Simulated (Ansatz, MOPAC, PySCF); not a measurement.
Potential energy surface of H2Ge, singlet: symmetric bend, bond length relaxed. Scanned: H-Ge-H angle. Other coordinates (Ge-H bond length) were minimised at B3LYP/def2-TZVP.

RKS-B3LYP/6-31G* = restricted B3LYP/6-31G*, spherical d (PySCF 2.14.0); PM6, restricted, heats of formation (MOPAC); CCSDT/cc-pVTZ = CCSDT on RHF/cc-pVTZ, cores with 3d frozen (Ansatz, a quantum-chemistry and plane-wave program).

Energies in kJ/mol, each method relative to its own lowest point.

```json
[
 {"a / °": "157", "RKS-B3LYP/6-31G*": "—", "PM6": "—", "CCSDT/cc-pVTZ": "207.7"},
 {"a / °": "147", "RKS-B3LYP/6-31G*": "171.8", "PM6": "61.9", "CCSDT/cc-pVTZ": "155.9"},
 {"a / °": "137", "RKS-B3LYP/6-31G*": "119.2", "PM6": "40.3", "CCSDT/cc-pVTZ": "107.9"},
 {"a / °": "127", "RKS-B3LYP/6-31G*": "75.2", "PM6": "(withheld)", "CCSDT/cc-pVTZ": "67.0"},
 {"a / °": "117", "RKS-B3LYP/6-31G*": "40.5", "PM6": "(withheld)", "CCSDT/cc-pVTZ": "34.7"},
 {"a / °": "107", "RKS-B3LYP/6-31G*": "16.0", "PM6": "0.0", "CCSDT/cc-pVTZ": "12.1"},
 {"a / °": "97", "RKS-B3LYP/6-31G*": "2.2", "PM6": "1.3", "CCSDT/cc-pVTZ": "0.2"},
 {"a / °": "87", "RKS-B3LYP/6-31G*": "0.0", "PM6": "11.5", "CCSDT/cc-pVTZ": "0.0"},
 {"a / °": "77", "RKS-B3LYP/6-31G*": "10.5", "PM6": "30.0", "CCSDT/cc-pVTZ": "(withheld)"},
 {"a / °": "67", "RKS-B3LYP/6-31G*": "34.9", "PM6": "(withheld)", "CCSDT/cc-pVTZ": "36.4"},
 {"a / °": "60", "RKS-B3LYP/6-31G*": "60.3", "PM6": "(withheld)", "CCSDT/cc-pVTZ": "60.7"}
]
```

**Question.** What belongs in the gaps?

**Answer.** 
- 127, PM6: 20.9
- 117, PM6: 6.8
- 77, CCSDT/cc-pVTZ: 12.0
- 67, PM6: 55.2
- 60, PM6: 74.7

Dashes: no converged value, or the column stops at the first point that the program doubted or that broke a chosen test of continuity, which isn't proof of a fault.

The scan ran from 180.0 to 60.0; beyond the range shown the relaxed coordinates jump or full CI changes its symmetry label.
